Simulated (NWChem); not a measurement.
All runs are NWChem calculations. System: H₆AlOP, charge 0, spin multiplicity 1, displaced from the optimised geometry. The structure started from a generated list of species. Level: PBE/cc-pVDZ, spin-restricted.

Output (cleaned and shortened):

```
             Northwest Computational Chemistry Package (NWChem) 7.3.0
             --------------------------------------------------------

                                NWChem Input Module
                                -------------------

 Scaling coordinates for geometry "geometry" by  1.889725989
 (inverse scale =  0.529177249)

                             Geometry "geometry" -> ""
                             -------------------------

 Output coordinates in angstroms (scale by  1.889725989 to convert to a.u.)

  No.       Tag          Charge          X              Y              Z
 ---- ---------------- ---------- -------------- -------------- --------------
    1 Al                  13.0000    -0.64419300    -0.08673900     0.92538900
    2 H                    1.0000     0.48597500    -1.09267200     2.23681800
    3 H                    1.0000    -1.97244700    -0.72188800     0.31175100
    4 O                    8.0000    -0.58486100     1.63884100     0.91521800
    5 H                    1.0000    -0.00432000     2.14022500     1.48933400
    6 P                   15.0000     0.76383600    -0.66624000    -1.18870600
    7 H                    1.0000     2.14379600    -0.35312400    -1.30012100
    8 H                    1.0000     0.33419100    -0.13150400    -2.42988500
    9 H                    1.0000     0.83469900    -2.03173100    -1.56681300

 Effective nuclear repulsion energy (a.u.)     142.9102680823

            Nuclear Dipole moment (a.u.)
            ----------------------------
        X                 Y               Z
 ---------------- ---------------- ----------------
     0.4271479933    -0.3801618463     0.4956656782


 Summary of "ao basis" -> "" (spherical)
 ------------------------------------------------------------------------------
       Tag                 Description            Shells   Functions and Types
 ---------------- ------------------------------  ------  ---------------------
 *                          cc-pvdz                   on all atoms

  pbe96 is a nonlocal functional; adding pw91lda local functional.

                                 NWChem DFT Module
                                 -----------------

 Summary of "ao basis" -> "ao basis" (spherical)
 ------------------------------------------------------------------------------
       Tag                 Description            Shells   Functions and Types
 ---------------- ------------------------------  ------  ---------------------
[...]
    25      0.099700  3 H  s                  4      0.076319  1 Al s

 Vector   20  Occ=2.000000D+00  E=-2.340493D-01
              MO Center= -5.5D-01,  9.5D-01,  5.8D-01, r^2= 3.0D+00
   Bfn.  Coefficient  Atom+Function         Bfn.  Coefficient  Atom+Function
  ----- ------------  ---------------      ----- ------------  ---------------
    32      0.389638  4 O  px                34     -0.358566  4 O  pz
    35      0.283050  4 O  px                37     -0.265634  4 O  pz
    51     -0.226993  6 P  s                 60     -0.176259  6 P  pz
    24      0.172352  3 H  s                 57     -0.142826  6 P  pz
    25      0.116006  3 H  s                 50     -0.116290  6 P  s

 Vector   21  Occ=2.000000D+00  E=-2.114150D-01
              MO Center=  4.8D-03, -5.5D-01,  1.6D+00, r^2= 3.1D+00
   Bfn.  Coefficient  Atom+Function         Bfn.  Coefficient  Atom+Function
  ----- ------------  ---------------      ----- ------------  ---------------
    19      0.365787  2 H  s                 20      0.322861  2 H  s
     4      0.167092  1 Al s                 33      0.160726  4 O  py
    34     -0.149794  4 O  pz                24     -0.143742  3 H  s
    10      0.141098  1 Al pz                25     -0.139931  3 H  s
     8      0.134628  1 Al px                36      0.126362  4 O  py

 Vector   22  Occ=0.000000D+00  E=-3.916610D-02
              MO Center=  4.6D-01, -5.0D-01, -6.5D-01, r^2= 4.9D+00
   Bfn.  Coefficient  Atom+Function         Bfn.  Coefficient  Atom+Function
  ----- ------------  ---------------      ----- ------------  ---------------
    59      0.789073  6 P  py                77      0.774953  9 H  s
    67     -0.500841  7 H  s                 72     -0.337974  8 H  s
    12      0.308233  1 Al py                56      0.257480  6 P  py
    76      0.253654  9 H  s                 58      0.243034  6 P  px
    31     -0.221464  4 O  s                 13      0.184084  1 Al pz

 Vector   23  Occ=0.000000D+00  E=-3.135045D-02
              MO Center=  7.1D-01, -5.8D-01, -1.1D+00, r^2= 3.7D+00
   Bfn.  Coefficient  Atom+Function         Bfn.  Coefficient  Atom+Function
  ----- ------------  ---------------      ----- ------------  ---------------
    72      0.860966  8 H  s                 58      0.800227  6 P  px
    67     -0.733198  7 H  s                 60      0.509953  6 P  pz
    55      0.261527  6 P  px                71      0.261513  8 H  s
    20     -0.226093  2 H  s                 66     -0.217791  7 H  s
    59     -0.215540  6 P  py                57      0.171101  6 P  pz

 Vector   24  Occ=0.000000D+00  E=-1.576141D-02
              MO Center=  6.2D-01, -6.2D-01, -9.2D-01, r^2= 6.4D+00
   Bfn.  Coefficient  Atom+Function         Bfn.  Coefficient  Atom+Function
  ----- ------------  ---------------      ----- ------------  ---------------
    51      1.612236  6 P  s                 77     -0.797312  9 H  s
    67     -0.711339  7 H  s                 72     -0.679686  8 H  s
    13      0.361654  1 Al pz                 4     -0.303808  1 Al s
    11     -0.295800  1 Al px                60     -0.282828  6 P  pz
    50      0.272620  6 P  s                 58      0.168172  6 P  px

 center of mass
 --------------
 x =  -0.02931766 y =   0.02430672 z =   0.03590107

 moments of inertia (a.u.)
 ------------------
         590.263652164292         111.402085536098         204.343968372904
         111.402085536098         507.344986509195        -181.591882988271
         204.343968372904        -181.591882988271         399.500734013846

     Multipole analysis of the density
     ---------------------------------

     L   x y z        total         alpha         beta         nuclear
     -   - - -        -----         -----         ----         -------
     0   0 0 0     -0.000000    -21.000000    -21.000000     42.000000

     1   1 0 0      1.030071      0.301461      0.301461      0.427148
     1   0 1 0     -0.089877      0.145143      0.145143     -0.380162
     1   0 0 1     -1.233949     -0.864807     -0.864807      0.495666

     2   2 0 0    -26.845504    -60.585773    -60.585773     94.326041
     2   1 1 0      0.974707     29.392007     29.392007    -57.809306
     2   1 0 1     -1.701352     52.881153     52.881153   -107.463657
     2   0 2 0    -25.969265    -82.277351    -82.277351    138.585436
     2   0 1 1      4.142196    -46.701587    -46.701587     97.545370
     2   0 0 2    -24.903731   -113.150561   -113.150561    201.397391

 Task  times  cpu:       15.9s     wall:       15.9s

 Total times  cpu:       16.0s     wall:       16.0s
```

### Question
Write an NWChem input that would produce this output.

### Answer
One answer among several that fit: 
```
start mol
memory heap 200 mb stack 800 mb global 1000 mb
geometry units angstroms nocenter noautoz noautosym
  Al    -0.644193    -0.086739     0.925389
  H      0.485975    -1.092672     2.236818
  H     -1.972447    -0.721888     0.311751
  O     -0.584861     1.638841     0.915218
  H     -0.004320     2.140225     1.489334
  P      0.763836    -0.666240    -1.188706
  H      2.143796    -0.353124    -1.300121
  H      0.334191    -0.131504    -2.429885
  H      0.834699    -2.031731    -1.566813
end
basis spherical
  * library cc-pvdz
end
dft
  xc xpbe96 cpbe96
  semidirect memsize 60000000 filesize 0
  iterations 100
end
task dft energy
```
